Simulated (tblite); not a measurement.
Compound: C6H7NO2S.
Atom-mapped SMILES: `[CH3:1][S:2](=[O:3])(=[O:4])[c:5]1[cH:6][cH:7][cH:8][cH:9][n:10]1` (hydrogens: H11, H12, H13 on C1; H14 on C6; H15 on C7; H16 on C8; H17 on C9)

Computed with GFN2-xTB (tblite), gas phase: L-BFGS steps from a force-field or distance-geometry start until the largest atomic force falls under 0.01 eV/Å.

The end geometry, which sets the zero of energy:
```
atom  x, y, z in Å
C1     -2.5328   -1.0433   -0.2275
S2     -1.7885    0.4467    0.4787
O3     -2.2508    1.6059   -0.2373
O4     -1.9669    0.4413    1.9060
C5     -0.0179    0.2622    0.1453
C6      0.8409    1.2948    0.4735
C7      2.1912    1.1136    0.2141
C8      2.6043   -0.0813   -0.3580
C9      1.6490   -1.0450   -0.6448
N10     0.3584   -0.8774   -0.3964
H11    -2.3781   -1.0152   -1.2972
H12    -2.0426   -1.8957    0.2215
H13    -3.5876   -1.0250    0.0168
H14     0.4462    2.1965    0.9111
H15     2.9056    1.8873    0.4529
H16     3.6452   -0.2609   -0.5768
H17     1.9174   -1.9924   -1.0919
```

Task: These geometries come from the run, each turned onto the end geometry. Order them by energy, lowest first.
A.
```
atom  x, y, z in Å
C1     -2.5192   -0.8221   -0.4881
S2     -1.7655    0.3281    0.6981
O3     -2.1955    1.6740    0.4203
O4     -1.9563   -0.1611    2.0351
C5     -0.0073    0.2021    0.2956
C6      0.7813    1.3314    0.2268
C7      2.1257    1.1546   -0.0631
C8      2.5927   -0.1319   -0.2923
C9      1.7014   -1.1924   -0.2037
N10     0.4201   -1.0242    0.0752
H11    -2.9946   -0.2380   -1.2690
H12    -1.7079   -1.4306   -0.8747
H13    -3.2287   -1.4389    0.0468
H14     0.3246    2.2917    0.3874
H15     2.7920    2.0031   -0.0916
H16     3.6258   -0.3173   -0.5346
H17     2.0045   -2.2166   -0.3782
```
B.
```
atom  x, y, z in Å
C1     -2.6300   -0.6624   -0.5409
S2     -1.7154    0.1954    0.7787
O3     -2.0559    1.5944    0.7295
O4     -1.9232   -0.4962    2.0184
C5      0.0333    0.0770    0.3166
C6      0.7250    1.2525    0.0964
C7      2.0737    1.1574   -0.2121
C8      2.6518   -0.1021   -0.2691
C9      1.8532   -1.2143   -0.0337
N10     0.5621   -1.1268    0.2440
H11    -3.2506    0.0778   -1.0268
H12    -1.9211   -1.0971   -1.2320
H13    -3.2303   -1.4372   -0.0857
H14     0.2014    2.1903    0.1710
H15     2.6620    2.0435   -0.4014
H16     3.7005   -0.2221   -0.4928
H17     2.2567   -2.2180   -0.0702
```
C.
```
atom  x, y, z in Å
C1     -2.6259   -0.6437   -0.5205
S2     -1.7307    0.2442    0.7125
O3     -2.1548    1.6560    0.8156
O4     -1.9131   -0.4325    2.0431
C5     -0.0290    0.0671    0.3453
C6      0.7331    1.1992    0.0853
C7      2.0888    1.1198   -0.2247
C8      2.6779   -0.1312   -0.2732
C9      1.9013   -1.2529   -0.0255
N10     0.5777   -1.1507    0.2775
H11    -3.3050    0.0707   -1.0588
H12    -1.9190   -1.0883   -1.2430
H13    -3.2688   -1.4518   -0.1023
H14     0.2210    2.1554    0.1459
H15     2.6155    2.0392   -0.4002
H16     3.7202   -0.1766   -0.5071
H17     2.4040   -2.2118   -0.0800
```
D.
```
atom  x, y, z in Å
C1     -2.5445   -0.9746   -0.3459
S2     -1.7871    0.4137    0.5389
O3     -2.2227    1.6558   -0.0438
O4     -1.9812    0.2385    1.9536
C5     -0.0125    0.2433    0.2047
C6      0.8331    1.3190    0.4038
C7      2.1781    1.1427    0.1116
C8      2.6065   -0.1016   -0.3287
C9      1.6725   -1.1190   -0.4482
N10     0.3836   -0.9462   -0.1989
H11    -2.7638   -0.6467   -1.3537
H12    -1.8287   -1.7879   -0.3375
H13    -3.4495   -1.2394    0.1854
H14     0.4306    2.2520    0.7616
H15     2.8777    1.9576    0.2281
H16     3.6386   -0.2809   -0.5849
H17     1.9623   -2.1143   -0.7561
```
E.
```
atom  x, y, z in Å
C1     -2.5521   -1.0053   -0.2834
S2     -1.7812    0.4275    0.5075
O3     -2.2464    1.6377   -0.1171
O4     -1.9298    0.3284    1.9350
C5     -0.0162    0.2493    0.1417
C6      0.8287    1.3108    0.4075
C7      2.1823    1.1305    0.1667
C8      2.6129   -0.0964   -0.3187
C9      1.6706   -1.0875   -0.5495
N10     0.3761   -0.9193   -0.3220
H11    -2.6289   -0.7922   -1.3413
H12    -1.9113   -1.8556   -0.0929
H13    -3.5303   -1.1398    0.1602
H14     0.4194    2.2325    0.7859
H15     2.8872    1.9271    0.3551
H16     3.6586   -0.2768   -0.5130
H17     1.9534   -2.0588   -0.9317
```

Result: E (0.002 eV), D (0.011 eV), A (0.055 eV), B (0.098 eV), C (0.745 eV).

In the order of the answer:

| step | E above end (eV) | largest force (eV/Å) | rms force component (eV/Å) | rms distance from end (Å) | rms bond change (Å) | bond most changed (Å) |
| --- | --- | --- | --- | --- | --- | --- |
| 103 | 0.002 | 0.04 | 0.011 | 0.153 | 0.000 | C1–H12 +0.001 |
| 71 | 0.011 | 0.06 | 0.021 | 0.264 | 0.001 | C1–S2 +0.003 |
| 46 | 0.055 | 0.13 | 0.047 | 0.577 | 0.003 | C1–S2 +0.007 |
| 17 | 0.098 | 0.06 | 0.022 | 0.819 | 0.003 | C1–S2 +0.011 |
| 0 | 0.745 | 5.42 | 1.167 | 0.833 | 0.033 | S2=O4 +0.065 |

What follows is the cost of the whole relaxation. Hardware: one thread of an Arm Neoverse V2, no GPU, shared host. Cost: 0.74 s wall.
